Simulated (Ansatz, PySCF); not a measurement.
C3H8Si, SMILES C/C=C\[SiH3].

The structure is a stationary point at r2SCAN-D4/def2-SVP.

Vertical ionisation energy (IE) and electron affinity (EA) in eV. Rows of orbital energies are one-electron estimates. Where ΔSCF, EOM or ADC give a negative EA the extra electron is unbound and the value depends on the basis.

```
level                                                                  IE     EA
-------------------------------------------------------------------  ----  -----
−ε(HOMO), −ε(LUMO), CAM-B3LYP/def2-TZVP (PySCF)                      8.77  -0.66
−ε(HOMO), −ε(LUMO), PBE/def2-TZVP (PySCF)                             ___    ___
ΔSCF, PBE0/def2-SVPD (Ansatz), final states of multiplicity 2 and 2  9.50  -1.27
ΔSCF, PBE/def2-SVPD (Ansatz), final states of multiplicity 2 and 2   9.39  -1.20
```

Task: Some entries are withheld; supply them. (An estimate is asked for; the answer gives what the named calculation found.)

Result: 
- −ε(HOMO), −ε(LUMO), PBE/def2-TZVP (PySCF), IE: 6.37
- −ε(HOMO), −ε(LUMO), PBE/def2-TZVP (PySCF), EA: 1.44

Task: What vertical singlet–triplet gap does ΔSCF give with PBE0/def2-SVPD (Ansatz, a program for electronic structure) and with PBE/def2-SVPD (Ansatz)? (An estimate is asked for; the answer gives what the named calculation found.)

Result: 3.91 and 4.04 eV (triplet above singlet where positive).
